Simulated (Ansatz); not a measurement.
Two structures of BH3OF2, singlet, reached by relaxing down either side of one saddle point (PBE0-D4/def2-TZVP). Energies are electronic, without zero-point energy. Program: Ansatz 0.2.0. Basis: def2-TZVPP and def2-QZVPP. Cores are frozen in the correlated methods. Extrapolation: Hartree–Fock as exp(−7.88 √X), correlation as X^−2.97. First:

```
atom    x (Å)    y (Å)    z (Å)
  B1  -0.4805  -0.3389  -0.4955
  H2  -0.0112  -0.6056  -1.5646
  F3  -0.7312  -1.3613   0.3605
  F4  -1.3623   0.6901  -0.4284
  H5   0.6232   1.2972   0.6174
  O6   0.9143   0.4156   0.3516
  H7   1.0480  -0.0971   1.1589
```

Second:

B1  (-0.523, -0.450, 0.539)
H2  (0.550, 0.570, -2.030)
F3  (-0.505, -1.702, 0.128)
F4  (-1.518, 0.330, 0.134)
H5  (1.194, 0.344, -1.727)
O6  (0.450, -0.008, 1.357)
H7  (0.352, 0.915, 1.600)
(Å)

Question: Which bonds change from the first to the second?

Answer: BHF₂ ([F][BH][F]) + H₂O → BHOF₂ ([OH][B]([F])[F]) + H₂; bonds formed: H2–H5; dative contacts that become bonds: B1–O6; bonds broken: B1–H2, H5–O6.

Question: Give the saddle point's structure and its height above each. (Judge from chemistry; the value comes from the calculation.)

Answer: The calculation gives: 126.8 kJ/mol above the first and 206.1 kJ/mol above the second (CCSD(T) at an estimated basis limit (MP2 extrapolated from triple and quadruple zeta, plus CCSD(T) − MP2 in triple zeta)).
B1  (-0.379, -0.330, -0.147)
H2  (0.273, 0.120, -1.279)
F3  (-0.465, -1.660, -0.200)
F4  (-1.508, 0.384, 0.017)
H5  (0.846, 0.389, -0.434)
O6  (0.759, 0.159, 0.774)
H7  (0.475, 0.937, 1.269)
(Å)

T1 diagnostic: at most 0.013.

The step is the kind of ligand exchange by which a precursor binds to a hydroxyl group, or is hydrolysed, in atomic layer deposition of oxides.

Labels in which every atom is bracketed show which atoms are joined, not bond orders.

For scale, one of the runs: CCSD(T)/def2-TZVPP, 166 basis functions, launched by `ansatz run in.yaml --threads 2 --pin off --events-out ev --progress --plain --max-ram 4352MiB`. Time: 19 s of wall clock on 2 CPU threads of an Intel Xeon 6975P-C; the host was shared. Peak host memory: 1.6 GiB.
